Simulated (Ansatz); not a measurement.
Ansatz (an electronic-structure program) input for C₄H₉FSi, SMILES [SiH2]1CC(C1)(F)C, PBE0-D3(BJ)/def2-SVP. 

Ansatz 0.2 input:
```yaml
crystal:
  periodic: [false, false, false]
  atoms:
    - {symbol: C, position_ang: [1.22705433, 1.52462676, -0.00000002]}
    - {symbol: C, position_ang: [-0.05864901, 0.71968265, 0.00000000]}
    - {symbol: F, position_ang: [-1.12144405, 1.62122412, 0.00000001]}
    - {symbol: C, position_ang: [-0.16841748, -0.26291149, -1.17967954]}
    - {symbol: Si, position_ang: [0.08643203, -1.74394590, -0.00000000]}
    - {symbol: C, position_ang: [-0.16841744, -0.26291150, 1.17967954]}
    - {symbol: H, position_ang: [1.26961400, 2.15860219, -0.88359697]}
    - {symbol: H, position_ang: [1.26961403, 2.15860220, 0.88359693]}
    - {symbol: H, position_ang: [2.07872775, 0.85006792, -0.00000003]}
    - {symbol: H, position_ang: [-1.16448305, -0.21587199, -1.61547894]}
    - {symbol: H, position_ang: [0.54825457, -0.07137393, -1.97436716]}
    - {symbol: H, position_ang: [1.44262493, -2.29243599, -0.00000002]}
    - {symbol: H, position_ang: [-0.93459826, -2.78703755, 0.00000002]}
    - {symbol: H, position_ang: [0.54825462, -0.07137392, 1.97436715]}
    - {symbol: H, position_ang: [-1.16448300, -0.21587198, 1.61547896]}
basis:
  gaussian:
    orbitals: def2-SVP
hamiltonian:
  xc: pbe0
  dispersion: d3bj
relax: {f_tol: 0.002, max_steps: 200}
```

Output:

```
WARN ansatz: RAYON_NUM_THREADS=1 ignored (pool sized by the plan → 1); use --threads N
Functional definition: PBE0
integrals: 0.12 GiB planned
1471 factors; integrals over basis functions are off by at most 3.4e-4 eV
mean field: 0.66 GiB planned
mean field evaluation 1: about -14861.7460 eV, gradient 5.9e1 eV
mean field evaluation 2: about -14857.5530 eV, gradient 6.8e1 eV
mean field evaluation 4: about -14870.1498 eV, gradient 3.3e0 eV
mean field evaluation 8: about -14870.1994 eV, gradient 2.4e-1 eV
mean field evaluation 16: about -14870.1995 eV, gradient 1.6e-5 eV
mean field -14870.19948029 eV, -546.4697515173 hartree, gradient 1.6e-5 eV, S^2 0.000000; 0 other end points of the search recorded, 0 dependent functions left out
the calculation of the forces begins
reference -14870.19950804 eV, -546.4697525372 hartree; 28, 28 occupied and 105, 105 virtual orbitals, 1471 factors
relax step   1: F+E_penalty+E_count = -14870.51150809 eV  Δ(F+E_penalty+E_count) = +0.000e0 eV  max|allowed force component| = 1.431e0 eV/Å  Δτ_max = 0.0000 Å  (28 SCF iters, accepted)
these checks for a lower state are left out or cut short: starts, cluster_reference, orbital_swaps, neighbouring_geometries, increment
integrals: 0.12 GiB planned
1471 factors; integrals over basis functions are off by at most 3.7e-4 eV
mean field: 0.66 GiB planned
mean field -14870.27502230 eV, -546.4725276351 hartree, gradient 1.4e-5 eV, S^2 0.000000; 0 other end points of the search recorded, 0 dependent functions left out
the calculation of the forces begins
reference -14870.27505046 eV, -546.4725286701 hartree; 28, 28 occupied and 105, 105 virtual orbitals, 1471 factors
relax step   2: F+E_penalty+E_count = -14870.58699048 eV  Δ(F+E_penalty+E_count) = -7.548e-2 eV  max|allowed force component| = 4.165e-1 eV/Å  Δτ_max = 0.0606 Å  (28 SCF iters, accepted)
these checks for a lower state are left out or cut short: starts, cluster_reference, orbital_swaps, neighbouring_geometries, increment
integrals: 0.12 GiB planned
1471 factors; integrals over basis functions are off by at most 3.9e-4 eV
mean field: 0.66 GiB planned
mean field evaluation 32: about -14870.2893 eV, gradient 1.2e-5 eV
mean field -14870.28927759 eV, -546.4730515072 hartree, gradient 1.2e-5 eV, S^2 0.000000; 0 other end points of the search recorded, 0 dependent functions left out
the calculation of the forces begins
reference -14870.28930584 eV, -546.4730525457 hartree; 28, 28 occupied and 105, 105 virtual orbitals, 1471 factors
relax step   3: F+E_penalty+E_count = -14870.60108460 eV  Δ(F+E_penalty+E_count) = -1.409e-2 eV  max|allowed force component| = 1.260e-1 eV/Å  Δτ_max = 0.0418 Å  (29 SCF iters, accepted)
these checks for a lower state are left out or cut short: starts, cluster_reference, orbital_swaps, neighbouring_geometries, increment
integrals: 0.12 GiB planned
1471 factors; integrals over basis functions are off by at most 3.9e-4 eV
mean field: 0.66 GiB planned
mean field -14870.29823894 eV, -546.4733808308 hartree, gradient 1.3e-5 eV, S^2 0.000000; 0 other end points of the search recorded, 0 dependent functions left out
the calculation of the forces begins
reference -14870.29826721 eV, -546.4733818698 hartree; 28, 28 occupied and 105, 105 virtual orbitals, 1471 factors
relax step   4: F+E_penalty+E_count = -14870.61053735 eV  Δ(F+E_penalty+E_count) = -9.453e-3 eV  max|allowed force component| = 1.424e-1 eV/Å  Δτ_max = 0.0584 Å  (28 SCF iters, accepted)
these checks for a lower state are left out or cut short: starts, cluster_reference, orbital_swaps, neighbouring_geometries, increment
integrals: 0.12 GiB planned
1471 factors; integrals over basis functions are off by at most 4.2e-4 eV
mean field: 0.66 GiB planned
mean field -14870.30599377 eV, -546.4736658157 hartree, gradient 1.4e-5 eV, S^2 0.000000; 0 other end points of the search recorded, 0 dependent functions left out
the calculation of the forces begins
reference -14870.30602194 eV, -546.4736668509 hartree; 28, 28 occupied and 105, 105 virtual orbitals, 1471 factors
relax step   5: F+E_penalty+E_count = -14870.61923354 eV  Δ(F+E_penalty+E_count) = -8.696e-3 eV  max|allowed force component| = 1.242e-1 eV/Å  Δτ_max = 0.0937 Å  (29 SCF iters, accepted)
these checks for a lower state are left out or cut short: starts, cluster_reference, orbital_swaps, neighbouring_geometries, increment
integrals: 0.12 GiB planned
1471 factors; integrals over basis functions are off by at most 5.0e-4 eV
mean field: 0.67 GiB planned
mean field -14870.30825493 eV, -546.4737489118 hartree, gradient 2.6e-5 eV, S^2 0.000000; 0 other end points of the search recorded, 0 dependent functions left out
the calculation of the forces begins
reference -14870.30828292 eV, -546.4737499404 hartree; 28, 28 occupied and 105, 105 virtual orbitals, 1471 factors
relax step   6: F+E_penalty+E_count = -14870.62349339 eV  Δ(F+E_penalty+E_count) = -4.260e-3 eV  max|allowed force component| = 2.232e-1 eV/Å  Δτ_max = 0.1951 Å  (27 SCF iters, accepted)
these checks for a lower state are left out or cut short: starts, cluster_reference, orbital_swaps, neighbouring_geometries, increment
integrals: 0.12 GiB planned
1471 factors; integrals over basis functions are off by at most 4.7e-4 eV
mean field: 0.67 GiB planned
mean field evaluation 64: about -14870.3145 eV, gradient 1.3e-5 eV
mean field -14870.31446331 eV, -546.4739770655 hartree, gradient 1.3e-5 eV, S^2 0.000000; 0 other end points of the search recorded, 0 dependent functions left out
the calculation of the forces begins
reference -14870.31449132 eV, -546.4739780948 hartree; 28, 28 occupied and 105, 105 virtual orbitals, 1471 factors
relax step   7: F+E_penalty+E_count = -14870.62914246 eV  Δ(F+E_penalty+E_count) = -5.649e-3 eV  max|allowed force component| = 9.080e-2 eV/Å  Δτ_max = 0.0802 Å  (28 SCF iters, accepted)
these checks for a lower state are left out or cut short: starts, cluster_reference, orbital_swaps, neighbouring_geometries, increment
integrals: 0.12 GiB planned
1471 factors; integrals over basis functions are off by at most 4.6e-4 eV
mean field: 0.66 GiB planned
mean field -14870.31444836 eV, -546.4739765161 hartree, gradient 1.3e-5 eV, S^2 0.000000; 0 other end points of the search recorded, 0 dependent functions left out
the calculation of the forces begins
reference -14870.31447630 eV, -546.4739775430 hartree; 28, 28 occupied and 105, 105 virtual orbitals, 1471 factors
relax step   8: F+E_penalty+E_count = -14870.62977996 eV  Δ(F+E_penalty+E_count) = -6.375e-4 eV  max|allowed force component| = 6.365e-2 eV/Å  Δτ_max = 0.0280 Å  (29 SCF iters, accepted)
these checks for a lower state are left out or cut short: starts, cluster_reference, orbital_swaps, neighbouring_geometries, increment
integrals: 0.12 GiB planned
1471 factors; integrals over basis functions are off by at most 4.7e-4 eV
mean field: 0.66 GiB planned
mean field -14870.31475717 eV, -546.4739878647 hartree, gradient 8.1e-6 eV, S^2 0.000000; 0 other end points of the search recorded, 0 dependent functions left out
the calculation of the forces begins
reference -14870.31478513 eV, -546.4739888922 hartree; 28, 28 occupied and 105, 105 virtual orbitals, 1471 factors
relax step   9: F+E_penalty+E_count = -14870.63012582 eV  Δ(F+E_penalty+E_count) = -3.459e-4 eV  max|allowed force component| = 5.439e-2 eV/Å  Δτ_max = 0.0145 Å  (24 SCF iters, accepted)
these checks for a lower state are left out or cut short: starts, cluster_reference, orbital_swaps, neighbouring_geometries, increment
integrals: 0.12 GiB planned
1471 factors; integrals over basis functions are off by at most 4.7e-4 eV
mean field: 0.66 GiB planned
mean field -14870.31520403 eV, -546.4740042863 hartree, gradient 1.5e-5 eV, S^2 0.000000; 0 other end points of the search recorded, 0 dependent functions left out
the calculation of the forces begins
reference -14870.31523199 eV, -546.4740053139 hartree; 28, 28 occupied and 105, 105 virtual orbitals, 1471 factors
relax step  10: F+E_penalty+E_count = -14870.63048433 eV  Δ(F+E_penalty+E_count) = -3.585e-4 eV  max|allowed force component| = 5.634e-3 eV/Å  Δτ_max = 0.0048 Å  (23 SCF iters, accepted)
these checks for a lower state are left out or cut short: starts, cluster_reference, orbital_swaps, neighbouring_geometries, increment
integrals: 0.12 GiB planned
1471 factors; integrals over basis functions are off by at most 4.6e-4 eV
mean field: 0.67 GiB planned
mean field -14870.31523684 eV, -546.4740054920 hartree, gradient 2.1e-5 eV, S^2 0.000000; 0 other end points of the search recorded, 0 dependent functions left out
the calculation of the forces begins
reference -14870.31526480 eV, -546.4740065198 hartree; 28, 28 occupied and 105, 105 virtual orbitals, 1471 factors
relax step  11: F+E_penalty+E_count = -14870.63048716 eV  Δ(F+E_penalty+E_count) = -2.835e-6 eV  max|allowed force component| = 3.784e-3 eV/Å  Δτ_max = 0.0010 Å  (20 SCF iters, accepted)
these checks for a lower state are left out or cut short: starts, cluster_reference, orbital_swaps, neighbouring_geometries, increment
integrals: 0.12 GiB planned
1471 factors; integrals over basis functions are off by at most 4.6e-4 eV
mean field: 0.66 GiB planned
mean field evaluation 96: about -14870.3152 eV, gradient 1.1e-5 eV
mean field -14870.31523606 eV, -546.4740054634 hartree, gradient 1.1e-5 eV, S^2 0.000000; 0 other end points of the search recorded, 0 dependent functions left out
the calculation of the forces begins
reference -14870.31526402 eV, -546.4740064912 hartree; 28, 28 occupied and 105, 105 virtual orbitals, 1471 factors
relax step  12: F+E_penalty+E_count = -14870.63048767 eV  Δ(F+E_penalty+E_count) = -5.090e-7 eV  max|allowed force component| = 1.101e-3 eV/Å  Δτ_max = 0.0001 Å  (19 SCF iters, accepted)
integrals: 0.12 GiB planned
1471 factors; integrals over basis functions are off by at most 4.6e-4 eV
mean field: 0.66 GiB planned
mean field -14870.31523606 eV, -546.4740054634 hartree, gradient 1.1e-5 eV, S^2 0.000000; 1 other end points of the search recorded, 0 dependent functions left out
the calculation of the forces begins
reference -14870.31526402 eV, -546.4740064912 hartree; 28, 28 occupied and 105, 105 virtual orbitals, 1471 factors
Total energy: -14870.63051564 eV, -546.4855917744 hartree
Atom 0 at     1.297017     1.405150     0.000000 Å, force     0.000117    -0.000047    -0.000000 eV/Å
Atom 1 at    -0.065771     0.743075     0.000000 Å, force    -0.000536     0.001101    -0.000000 eV/Å
Atom 2 at    -1.015755     1.752277    -0.000000 Å, force     0.000588    -0.000674    -0.000000 eV/Å
Atom 3 at    -0.259695    -0.225491    -1.188168 Å, force     0.000310     0.000007     0.000235 eV/Å
Atom 4 at     0.186498    -1.635570     0.000000 Å, force    -0.000029    -0.000029     0.000000 eV/Å
Atom 5 at    -0.259695    -0.225491     1.188168 Å, force     0.000310     0.000007    -0.000235 eV/Å
Atom 6 at     1.406504     2.036401    -0.893948 Å, force    -0.000082    -0.000050     0.000126 eV/Å
Atom 7 at     1.406503     2.036401     0.893947 Å, force    -0.000082    -0.000050    -0.000126 eV/Å
Atom 8 at     2.105092     0.658088     0.000000 Å, force    -0.000146    -0.000014    -0.000000 eV/Å
Atom 9 at    -1.334671    -0.280193    -1.424046 Å, force    -0.000345    -0.000032     0.000003 eV/Å
Atom 10 at     0.297145     0.009718    -2.105241 Å, force     0.000066    -0.000040    -0.000146 eV/Å
Atom 11 at     1.626714    -2.031314    -0.000001 Å, force     0.000185    -0.000082    -0.000000 eV/Å
Atom 12 at    -0.662276    -2.863504    -0.000001 Å, force    -0.000077    -0.000023    -0.000000 eV/Å
Atom 13 at     0.297145     0.009718     2.105241 Å, force     0.000066    -0.000040     0.000146 eV/Å
Atom 14 at    -1.334671    -0.280193     1.424046 Å, force    -0.000346    -0.000032    -0.000003 eV/Å
Dipole moment:     0.197204    -0.196506    -0.000000 e Å
```

The run converged.
